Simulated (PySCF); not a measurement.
C3H6OSi. Atoms are numbered in the order given.

```xyz
11

O      1.9931    -0.0070     0.7248
C      0.8409    -0.0305     0.3947
C     -0.2915    -0.9535     0.9014
C     -1.3932    -0.6470    -0.1558
Si    -0.3933     0.8130    -0.8665
H      0.0286    -2.0066     0.9700
H     -0.5787    -0.6302     1.9174
H     -2.3824    -0.4237     0.2683
H     -1.5120    -1.4675    -0.8803
H     -0.8600     2.1714    -0.4612
H     -0.0712     0.8170    -2.3229
```
Charge 0, spin multiplicity 1.

The structure is a stationary point at ωB97X-D3(BJ)/def2-SVP. This is a generated structure with no PubChem entry under its InChIKey; it may be hypothetical.

Method: SMD-ωB97X/6-31G* (PySCF).

Solvation free energies are E(SMD) − E(gas) at the gas-phase geometry, for 1 M in both phases. In vacuum the dipole moment is 2.77 D.

| solvent | ΔG(solv) (kcal/mol) | its non-electrostatic (CDS) part | dipole (D) |
|---|---|---|---|
| water | -1.7 | 4.0 | 3.80 |
| 1-octanol | -3.4 | 1.2 | 3.59 |
| dimethylsulfoxide | [?] | [?] | [?] |

Problem. Some entries are withheld; supply them. (An estimate is asked for; the answer gives what the named calculation found.)

Solution. 
- dimethylsulfoxide, ΔG(solv) (kcal/mol): -4.2
- dimethylsulfoxide, its non-electrostatic (CDS) part: -0.8
- dimethylsulfoxide, dipole (D): 3.35
